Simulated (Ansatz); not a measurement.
Relaxation of a periodic cell of 32 atoms, BH$_{3}$NF$_{3}$ (packed as 4 BF3 + 4 NH3, density as packed 1.27 g/cm³ with natural masses), to a largest force component of 0.3 eV/Å in at most 15 steps.

Method: DFT PBE-D3(BJ), scalar-relativistic, plane waves, PAW in Ansatz 0.2.0. Settings: cutoff 420 eV, k mesh 1x1x1, fermi-dirac smearing 0.02 eV, no spin polarisation.

```xyz
32
Lattice="7.6289 0.0000 0.0000 0.0000 7.6289 0.0000 0.0000 0.0000 7.6289" Properties=species:S:1:pos:R:3
B 1.449 0.348 0.493
F 1.874 -0.474 -0.450
F 2.217 1.345 0.898
F 0.254 0.175 1.032
B 4.924 5.092 7.256
F 4.707 6.389 7.119
F 5.525 4.634 8.340
F 4.539 4.254 6.309
B 6.789 4.728 3.973
F 6.014 3.817 3.411
F 7.820 5.220 3.309
F 6.533 5.147 5.200
B 2.502 0.229 3.525
F 2.586 1.466 3.981
F 3.370 -0.205 2.627
F 1.550 -0.575 3.966
N 5.429 2.113 1.567
H 5.372 2.206 0.556
H 5.532 1.120 1.757
H 4.518 2.381 1.931
N 0.783 2.137 5.958
H 0.628 3.106 5.693
H 1.786 1.981 5.897
H 0.361 1.569 5.227
N 2.813 4.256 0.800
H 3.636 3.661 0.746
H 2.096 3.711 1.272
H 2.490 4.385 -0.156
N 5.270 0.197 4.408
H 4.623 0.965 4.565
H 5.968 0.541 3.753
H 4.746 -0.522 3.915
```

Where does it end, and by what steps?

It did not converge within its limit. Limits of this set-up: coarse k mesh. After 14 steps the energy has fallen by 4.850 eV; H27 moved furthest, 1.76 Å. Joined: B1–N21 (2.89 → 1.60 Å), B5–N25 (2.56 → 1.64 Å).

```tsv
step	energy less start (eV)	largest force component (eV/Å)	accepted
0	0.0000	0.826	yes
1	-0.4494	1.124	yes
2	-0.9679	0.545	yes
3	-1.3848	0.815	yes
4	-1.8024	0.908	yes
5	-2.2958	1.028	yes
6	-2.9103	0.969	yes
7	-3.3819	1.067	yes
8	-3.7741	1.033	yes
9	-4.0574	0.845	yes
10	-4.2676	1.153	yes
11	-4.4518	0.843	yes
12	-4.6175	0.537	yes
13	-4.6540	1.293	yes
14	-4.8505	0.638	yes
```

```xyz
32
Lattice="7.6289 0.0000 0.0000 0.0000 7.6289 0.0000 0.0000 0.0000 7.6289" Properties=species:S:1:pos:R:3
B 1.291 0.927 -0.248
F 1.938 -0.113 -0.922
F 2.239 1.839 0.313
F 0.438 0.450 0.749
B 4.618 4.906 7.272
F 4.929 6.272 7.272
F 5.520 4.157 8.043
F 4.465 4.381 5.988
B 7.337 4.388 3.623
F 6.033 4.329 3.370
F 8.228 4.360 2.640
F 7.765 4.541 4.875
B 1.943 0.044 3.267
F 2.254 1.295 3.592
F 2.805 -0.689 2.579
F 0.800 -0.472 3.680
N 5.312 1.336 2.017
H 5.839 2.084 1.557
H 5.384 0.521 1.391
H 4.327 1.629 1.969
N 0.447 1.768 6.306
H 0.046 2.606 6.739
H 1.079 2.094 5.566
H -0.386 1.259 5.809
N 3.145 4.776 0.352
H 2.807 3.799 0.347
H 3.159 5.118 1.322
H 2.460 5.368 -0.147
N 5.879 0.704 4.994
H 5.066 1.152 5.424
H 5.781 0.864 3.969
H 5.754 -0.296 5.173
```

Time of the run: 39 s on 1 thread of Intel(R) Xeon(R) Platinum 8488C (Sapphire Rapids) (shared host), peak memory 0.53 GiB.
